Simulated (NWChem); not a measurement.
System: C$_{4}$H$_{3}$N$_{2}$, doublet; SMILES [c]1ccncn1

NWChem input:

```
start job
memory heap 200 mb stack 900 mb global 1100 mb
geometry units angstroms noautosym nocenter noautoz
  C      1.348684     0.179850     0.000000
  C      0.522245     1.294932     0.000000
  C     -0.837705     0.976664     0.000000
  N     -1.289521    -0.277932     0.000000
  C     -0.386786    -1.243975     0.000000
  N      0.938239    -1.037326     0.000000
  H      0.880739     2.325549     0.000000
  H     -1.592898     1.772690     0.000000
  H     -0.740574    -2.280885     0.000000
end
basis spherical
  C library pcj-1
  N library pcj-1
  H library pcj-1
end
dft
  odft
  mult 2
  xc b3lyp
  iterations 150
  semidirect filesize 400000000
end
property
  hyperfine
end
task dft property
```

In the optimisation the excess spin sits in a' (Cs, its own frame). Structure relaxed at the PBE0/def2-SVP, spin-unrestricted level. No frequency run checked for a minimum. No stability test was run on the SCF state.

Fermi-contact couplings, non-relativistic, static geometry.

Atoms are numbered as in the input.

Q: Give the results of this calculation. (B3LYP/pcJ-1, spin-unrestricted, contact and dipolar terms.) Quantities: A(iso) 13C atom 1 (MHz); A(iso) 13C atom 2 (MHz); A(iso) 13C atom 5 (MHz); A(iso) 14N atom 6 (MHz); A(iso) 1H atom 7 (MHz); A(iso) 1H atom 8 (MHz); <S²>.

A: 
```yaml
A(iso) 13C atom 1 (MHz): 519
A(iso) 13C atom 2 (MHz): 57.7
A(iso) 13C atom 5 (MHz): 60.7
A(iso) 14N atom 6 (MHz): 91.2
A(iso) 1H atom 7 (MHz): 15.1
A(iso) 1H atom 8 (MHz): 37.9
"<S²>": 0.754
```
